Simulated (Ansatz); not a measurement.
## Abstraction of H: GeH2F2 + B(CH3)Cl → GeHF2 + BH(CH3)Cl

Gas-phase species: GeH2F2 (difluorogermane) `[F][GeH2][F]`, singlet; B(CH3)Cl, doublet; GeHF2 `[F][GeH][F]`, doublet; BH(CH3)Cl, singlet. A radical takes H: the energy is the difference in strength between the Ge–H bond broken and the B–H bond made.

Shapes, held fixed at every level: PBE0-D4/def2-TZVP. Programs: Ansatz 0.2.0. The zero-point and thermal change to 298 K, harmonic and unscaled (PBE0-D4/def2-TZVP), is +2.8 kJ/mol.

(1) Estimate ΔH(298 K) of this reaction.

## Answers

(1) The highest level, CCSD(T)/def2-TZVPP, gives ΔH(298 K) = -70.3 kJ/mol; the levels span -90.1 to -61.9. The column of differences is taken from that level and isn't an error. No measured value is set beside it here. Open shells run unrestricted. Relativity is left out for Ge. Outer-core shells of Ge are correlated, in sets that cover them unevenly.

```json
{"level": "HF/def2-TZVPP", "kind": "Hartree–Fock", "ΔH(298 K) (kJ/mol)": "-61.9", "less CCSD(T)/def2-TZVPP": "+8.4"}
{"level": "B3LYP-D4/def2-TZVPP", "kind": "global hybrid", "ΔH(298 K) (kJ/mol)": "-84.8", "less CCSD(T)/def2-TZVPP": "-14.5"}
{"level": "r2SCAN0-D4/def2-TZVPP", "kind": "global hybrid", "ΔH(298 K) (kJ/mol)": "-69.9", "less CCSD(T)/def2-TZVPP": "+0.4"}
{"level": "wB97M-V/def2-TZVPP", "kind": "range-separated hybrid", "ΔH(298 K) (kJ/mol)": "-90.1", "less CCSD(T)/def2-TZVPP": "-19.8"}
{"level": "wB97X-V/def2-TZVPP", "kind": "range-separated hybrid", "ΔH(298 K) (kJ/mol)": "-78.4", "less CCSD(T)/def2-TZVPP": "-8.1"}
{"level": "CCSD(T)/def2-SVP", "kind": "coupled cluster or CI", "ΔH(298 K) (kJ/mol)": "-68.6", "less CCSD(T)/def2-TZVPP": "+1.7"}
{"level": "CCSD/def2-TZVPP", "kind": "coupled cluster or CI", "ΔH(298 K) (kJ/mol)": "-69.0", "less CCSD(T)/def2-TZVPP": "+1.3"}
{"level": "CCSD(T)/def2-TZVPP", "kind": "coupled cluster or CI", "ΔH(298 K) (kJ/mol)": "-70.3", "less CCSD(T)/def2-TZVPP": "0.0"}
```
